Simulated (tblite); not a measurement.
Species: C5H10FSi2 (doublet state).
Geometry (GFN2-xTB, Å), atoms numbered from 1 in this order:
```
atom  x, y, z in Å
C1     2.507    1.742   -2.670
C2     1.457    1.152   -1.871
C3     0.580    0.672   -1.198
Si4   -0.750   -0.121   -0.192
C5    -0.101   -1.545    0.809
Si6   -1.070   -2.568    2.031
C7    -1.362    1.260    1.013
F8    -2.373    0.779    1.821
H9     2.773    2.721   -2.270
H10    3.388    1.102   -2.657
H11    2.169    1.861   -3.699
H12   -1.887   -0.484   -1.049
H13    0.952   -1.770    0.705
H14   -1.170   -1.864    3.315
H15   -2.413   -2.827    1.506
H16   -0.361   -3.836    2.240
H17   -1.775    2.117    0.476
H18   -0.574    1.615    1.681
```

The geometry is computed with GFN2-xTB (gas phase). This method treats the open shell by occupation alone, without spin polarisation.

Masses are those of the commonest isotopes; rigid-rotor values at the optimised geometry. The values belong to one conformer with, in the numbering `[CH3:1][C:2]#[C:3][Si@@H:4]([CH:5][SiH3:6])[CH2:7][F:8]`, C3–Si4–C5–Si6 176°, C3–Si4–C7–F8 180°.

(1) What are A, B and C (GHz)?

(2) Classify the top.

(3) Is it planar, by Δ = Ic − Ia − Ib?

(4) Give the other two planar moments, Paa and Pbb, and the rms extents of the mass along the axes.

(5) Where do the levels up to J = 3 lie, in MHz?

(6) Estimate the classical rotational partition function at 25 K, 50 K and 200 K.

Answers

(1) Ia = 243.73, Ib = 808.53, Ic = 1005.20 u·Å²; 505379 MHz·u·Å²/I gives 2074, 625.1 and 502.8 MHz, that is A = 2.0735, B = 0.6251, C = 0.5028 GHz.

(2) An asymmetric top. Ray's parameter κ = (2B − A − C)/(A − C) = -0.844; −1 is the prolate and +1 the oblate limit.

(3) Not planar: Δ = Ic − Ia − Ib = -47.07 u·Å². For a rigid frame Δ = −2 Σ m c², so Σ m c² = 23.53 u·Å² lies off the ab plane: 11.39 from hydrogen and 12.14 from heavier atoms. The atom farthest from that plane is 1.99 Å away.

(4) Paa = Σ m a² = (Ib + Ic − Ia)/2 = 785.00 and Pbb = Σ m b² = (Ia + Ic − Ib)/2 = 220.20 u·Å². With the mass M = 145.03 u, the rms extents √(P/M) along a, b and c are 2.33, 1.23, 0.40 Å.

(5) Above 0(0,0):
J = 1: 1(0,1) 1128, 1(1,1) 2576, 1(1,0) 2699
J = 2: 2(0,2) 3376, 2(1,2) 4710, 2(1,1) 5077, 2(2,1) 9422, 2(2,0) 9429
J = 3: 3(0,3) 6730, 3(1,3) 7905, 3(1,2) 8639, 3(2,2) 12805, 3(2,1) 12842, 3(3,1) 20358, 3(3,0) 20358
Those of J = 1 are B + C, A + C and A + B.

(6) Point group C1, symmetry number σ = 1; q = (√π/σ)·√((kT/h)³/(ABC)), k/h = 20836.6 MHz/K: 26100 at 25 K, 73800 at 50 K, 591000 at 200 K.

For this open shell read J as N, the rotation without spin; fine and hyperfine splittings come on top. Its lowest GFN2-xTB frequency is 6 cm⁻¹, too small to tell a flat minimum from a shallow saddle. Constants of a rigid frame at the computed geometry: no zero-point averaging, no centrifugal distortion.
